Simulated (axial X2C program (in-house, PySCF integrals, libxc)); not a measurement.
## What spin–orbit coupling does to TeC⁺

Calculated with an in-house all-electron X2C program for linear molecules (integrals from PySCF). Spin-free means the one-electron spin-free X2C Hamiltonian; two-component (2c) means X2C with spin–orbit coupling and atomic mean-field two-electron Coulomb and Gaunt terms, so the difference of the two also holds small scalar two-electron terms. Basis: Te dyall-cv3z [11s12p8d4f1g], C dyall-v3z [7s6p2d1f] (cores contracted in-house); Gaussian nuclei, density fitting, unrestricted open shells. Masses: Te 129.906 u, C 12.000 u.

Spin-free state: M_S = 1/2, Λ = 0 (beyond evenly filled blocks: σα); fragments Te+ + C.

```tsv
level	Re (Å)	ωe (cm⁻¹)	De (eV)	μ (D)
PBEsol	1.840	922.8	4.528	0.26
```

Dipoles are positive if C is the positive end and refer to the centre of mass.

Two-component determinant lowest at the distance of the search:

Ω = 1/2 (⟨Sz⟩ = 0.49, ⟨Lz⟩ = 0.01 at PBEsol); fragments Te+ + C.

```csv
level,Re (Å),ωe (cm⁻¹),De (eV),μ (D)
PBEsol,1.843,911.0,4.422,0.23
```

**Question.** From the two tables, how do the constants change at the PBEsol level (2c against spin-free)?

**Answer.** At the PBEsol level Re rises by 0.003 Å and ωe drops by 11.8 cm⁻¹; De is not compared, since the atomic limits differ or miss part of their spin–orbit lowering.

One determinant describes the state; a PBE0 search over occupations chose it and may have missed a lower one. De is counted from the lowest determinant-based energies of the atoms at the same level, without counterpoise correction. Density functionals use the spin component along the axis (collinear). The 2c atoms are single determinants rather than J levels; their spin–orbit lowering is only partly caught, and De is too large by that part. This holds for PBEsol. The functionals have no current-density term, which raises determinants with orbital currents, atoms included. Some points did not converge and are left out. The determinant is spin-polarised beyond a pure state at some levels (its spin-free form has ⟨S²⟩ too high), which makes Re and μ there less reliable.
